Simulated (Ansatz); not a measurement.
Steps of a relaxation of C2H6BFO, SMILES `OCCBF` with RKS PBE-D4/def2-SVP.

```sh
$ ansatz run in.yaml --threads 4 --pin off --events-out ev --progress --plain --max-ram 10444MiB
```

```yaml
crystal:
  periodic: [false, false, false]
  atoms:
    - {symbol: O, position_ang: [-1.092800, 0.136700, 1.420800]}
    - {symbol: C, position_ang: [-0.258900, -0.718900, 0.793000]}
    - {symbol: C, position_ang: [0.777500, 0.036200, -0.022800]}
    - {symbol: B, position_ang: [0.269400, 0.777000, -1.289200]}
    - {symbol: F, position_ang: [-0.451000, -0.010900, -2.339800]}
    - {symbol: H, position_ang: [-1.860200, 0.388200, 0.750200]}
    - {symbol: H, position_ang: [0.278900, -1.299900, 1.593100]}
    - {symbol: H, position_ang: [-0.763200, -1.425200, 0.141000]}
    - {symbol: H, position_ang: [1.584000, -0.668700, -0.315800]}
    - {symbol: H, position_ang: [1.307700, 0.789000, 0.664000]}
    - {symbol: H, position_ang: [0.274000, 1.939500, -1.373800]}
basis:
  gaussian: {orbitals: def2-SVP}
hamiltonian: {xc: pbe, dispersion: d4}
relax: {f_tol: 0.03, max_steps: 200}
```

Positions (Å) and forces (eV/Å) along the path, 13 of 21 steps:

```xyz
11
step=1 energy=-7597.8412 eV
O    -1.093    0.137    1.421   -4.073    2.091   -0.521
C    -0.259   -0.719    0.793    1.793   -0.991   -0.008
C     0.777    0.036   -0.023    1.584    0.793    0.184
B     0.269    0.777   -1.289   -2.131   -3.057   -1.864
F    -0.451   -0.011   -2.340    1.953    2.113    2.655
H    -1.860    0.388    0.750    2.011   -0.563    1.868
H     0.279   -1.300    1.593   -0.204    0.041   -0.311
H    -0.763   -1.425    0.141   -0.452   -0.840   -0.484
H     1.584   -0.669   -0.316    0.088   -0.194   -0.228
H     1.308    0.789    0.664   -0.571   -0.633   -0.601
H     0.274    1.940   -1.374    0.001    1.240   -0.689
11
step=2 energy=-7598.2492 eV
O    -1.158    0.106    1.485   -1.388    0.787   -0.243
C    -0.267   -0.725    0.817    0.888   -0.655   -0.021
C     0.772    0.045   -0.020   -0.025    0.488    0.518
B     0.165    0.809   -1.238    0.682   -1.404   -3.024
F    -0.290    0.015   -2.348    0.401    1.527    2.304
H    -1.878    0.378    0.850    0.750   -0.281    0.664
H     0.278   -1.312    1.596   -0.148    0.083   -0.055
H    -0.766   -1.470    0.168   -0.190   -0.214   -0.142
H     1.551   -0.665   -0.393   -0.225    0.086   -0.147
H     1.306    0.773    0.646   -0.204   -0.242   -0.155
H     0.353    1.989   -1.542   -0.542   -0.174    0.302
11
step=3 energy=-7598.3639 eV
O    -1.207    0.100    1.452    0.097    0.042    0.117
C    -0.259   -0.724    0.811    0.178   -0.372   -0.172
C     0.807    0.050   -0.006   -0.033    0.298    0.045
B     0.268    0.813   -1.262   -1.433   -1.012   -2.324
F    -0.456    0.037   -2.248    1.424    1.549    2.079
H    -1.888    0.354    0.807   -0.058    0.001   -0.143
H     0.260   -1.299    1.612   -0.051    0.122    0.011
H    -0.729   -1.497    0.153   -0.059    0.105    0.014
H     1.575   -0.675   -0.376   -0.119    0.071    0.022
H     1.329    0.763    0.666    0.047   -0.050    0.024
H     0.365    2.022   -1.589    0.008   -0.754    0.328
11
step=6 energy=-7598.5694 eV
O    -1.220    0.071    1.437   -0.006   -0.026   -0.226
C    -0.249   -0.739    0.797    0.272   -0.031    0.316
C     0.792    0.073   -0.005   -0.101    0.071    0.038
B     0.236    0.810   -1.282    0.070   -0.201    0.116
F    -0.534    0.097   -2.116   -0.096    0.060   -0.055
H    -1.830    0.334    0.729   -0.287    0.192    0.013
H     0.261   -1.275    1.625    0.083   -0.069   -0.078
H    -0.711   -1.521    0.150   -0.028   -0.001   -0.066
H     1.556   -0.652   -0.379    0.061    0.059   -0.060
H     1.320    0.774    0.674    0.005   -0.022   -0.017
H     0.444    1.970   -1.609    0.027   -0.031    0.018
11
step=7 energy=-7598.5817 eV
O    -1.221    0.080    1.423    0.006   -0.034   -0.113
C    -0.244   -0.739    0.799    0.093    0.011    0.071
C     0.800    0.072    0.000   -0.082   -0.042    0.011
B     0.236    0.797   -1.277    0.001   -0.022    0.045
F    -0.548    0.098   -2.111   -0.041   -0.006    0.031
H    -1.849    0.344    0.727   -0.083    0.051    0.028
H     0.263   -1.285    1.623    0.006   -0.005   -0.018
H    -0.706   -1.512    0.141    0.000   -0.004   -0.008
H     1.569   -0.644   -0.380    0.041    0.030   -0.025
H     1.327    0.774    0.677   -0.002    0.018   -0.026
H     0.438    1.957   -1.601    0.062    0.001    0.005
11
step=9 energy=-7598.6075 eV
O    -1.259    0.061    1.354    0.026   -0.042   -0.104
C    -0.224   -0.753    0.806   -0.148    0.066   -0.020
C     0.800    0.068    0.007   -0.098   -0.090   -0.029
B     0.218    0.807   -1.250   -0.086    0.061   -0.314
F    -0.755    0.216   -1.982    0.299    0.231    0.351
H    -1.878    0.286    0.632    0.125   -0.101    0.080
H     0.272   -1.248    1.669   -0.045    0.030   -0.014
H    -0.641   -1.568    0.164    0.040    0.017    0.033
H     1.595   -0.613   -0.395   -0.012    0.040    0.001
H     1.328    0.783    0.671    0.002    0.028    0.000
H     0.611    1.903   -1.656   -0.102   -0.240    0.018
11
step=10 energy=-7598.6160 eV
O    -1.282    0.048    1.312    0.041   -0.081   -0.182
C    -0.217   -0.758    0.806   -0.211    0.082    0.049
C     0.804    0.067    0.009   -0.007   -0.134   -0.175
B     0.236    0.810   -1.251   -0.759    0.054   -0.155
F    -0.882    0.315   -1.867    0.816    0.360    0.408
H    -1.891    0.231    0.569    0.145   -0.079    0.099
H     0.269   -1.218    1.694   -0.032    0.031   -0.058
H    -0.604   -1.599    0.178    0.045    0.043    0.039
H     1.609   -0.604   -0.391    0.020    0.029    0.045
H     1.329    0.789    0.669    0.017    0.035   -0.006
H     0.695    1.862   -1.705   -0.076   -0.339   -0.065
11
step=11 energy=-7598.6119 eV rejected
O    -1.306    0.019    1.292    0.055   -0.085   -0.178
C    -0.212   -0.763    0.809   -0.206    0.088    0.040
C     0.798    0.083    0.023   -0.197    0.030    0.032
B     0.204    0.859   -1.204   -0.158   -0.342   -1.014
F    -0.961    0.410   -1.779    0.816    0.535    0.609
H    -1.907    0.174    0.536    0.157   -0.080    0.115
H     0.273   -1.212    1.703   -0.052    0.027   -0.031
H    -0.568   -1.614    0.176    0.040    0.041    0.044
H     1.606   -0.569   -0.400   -0.020    0.103   -0.024
H     1.328    0.795    0.691    0.029    0.025    0.031
H     0.811    1.762   -1.825   -0.463   -0.343    0.376
11
step=14 energy=-7598.6730 eV
O    -1.328   -0.003    1.259    0.023   -0.039   -0.080
C    -0.215   -0.764    0.814   -0.012   -0.047   -0.023
C     0.796    0.072    0.011   -0.004   -0.021   -0.003
B     0.227    0.846   -1.226   -0.075    0.115   -0.054
F    -1.010    0.564   -1.674    0.019    0.010    0.042
H    -1.910    0.116    0.485    0.032    0.026    0.017
H     0.267   -1.175    1.727    0.004    0.024   -0.024
H    -0.534   -1.649    0.208   -0.001    0.042    0.015
H     1.619   -0.567   -0.394    0.030   -0.027    0.034
H     1.321    0.797    0.671    0.003    0.052    0.000
H     0.833    1.705   -1.860   -0.019   -0.134    0.076
11
step=16 energy=-7598.6831 eV
O    -1.348   -0.056    1.238    0.141   -0.030    0.096
C    -0.212   -0.785    0.806    0.056   -0.046    0.089
C     0.788    0.070    0.011   -0.098    0.025    0.058
B     0.214    0.846   -1.218   -0.085    0.033   -0.241
F    -1.083    0.694   -1.571    0.219    0.061    0.081
H    -1.861    0.149    0.439   -0.107    0.037   -0.135
H     0.273   -1.179    1.725   -0.016    0.021   -0.007
H    -0.496   -1.685    0.207   -0.023    0.009   -0.059
H     1.648   -0.536   -0.357    0.041   -0.019    0.004
H     1.261    0.834    0.672    0.005    0.005    0.008
H     0.882    1.591   -1.933   -0.133   -0.095    0.105
11
step=17 energy=-7598.6837 eV
O    -1.341   -0.060    1.233   -0.063    0.017   -0.016
C    -0.209   -0.792    0.804    0.010    0.028   -0.012
C     0.788    0.069    0.013    0.043   -0.110   -0.068
B     0.216    0.824   -1.233   -0.076    0.258    0.110
F    -1.094    0.728   -1.536    0.105   -0.042   -0.050
H    -1.853    0.156    0.430    0.034   -0.013    0.059
H     0.273   -1.188    1.723   -0.003   -0.008   -0.004
H    -0.496   -1.683    0.192    0.005   -0.008   -0.003
H     1.664   -0.530   -0.331    0.016    0.009    0.026
H     1.240    0.850    0.671   -0.026    0.000   -0.023
H     0.877    1.569   -1.946   -0.045   -0.130   -0.018
11
step=20 energy=-7598.6883 eV
O    -1.335   -0.071    1.256    0.006   -0.009   -0.054
C    -0.209   -0.797    0.795   -0.001   -0.003    0.024
C     0.785    0.078    0.017    0.000    0.006    0.003
B     0.219    0.828   -1.234    0.001    0.012   -0.011
F    -1.092    0.749   -1.531    0.002   -0.004    0.006
H    -1.852    0.166    0.463   -0.002    0.003    0.033
H     0.278   -1.221    1.699   -0.001    0.004   -0.003
H    -0.506   -1.671    0.164   -0.008   -0.003   -0.001
H     1.685   -0.499   -0.301    0.002   -0.002   -0.002
H     1.200    0.871    0.685    0.000    0.002   -0.002
H     0.892    1.510   -1.992    0.000   -0.007    0.007
11
step=21 energy=-7598.6884 eV
O    -1.335   -0.072    1.255    0.006    0.000    0.010
C    -0.209   -0.797    0.795   -0.014    0.000   -0.006
C     0.785    0.078    0.017    0.002    0.000   -0.006
B     0.220    0.829   -1.234    0.010    0.001    0.003
F    -1.091    0.750   -1.531   -0.004    0.001   -0.003
H    -1.856    0.165    0.465    0.003   -0.002   -0.005
H     0.279   -1.220    1.699   -0.003    0.003    0.001
H    -0.506   -1.672    0.164    0.005    0.001    0.001
H     1.685   -0.499   -0.302    0.002    0.000    0.000
H     1.200    0.872    0.685    0.000    0.001    0.001
H     0.894    1.509   -1.992   -0.006   -0.004    0.004
```

Run time 22 s (4 threads of an Intel Xeon Platinum 8259CL on a shared host); peak host memory 0.18 GiB.
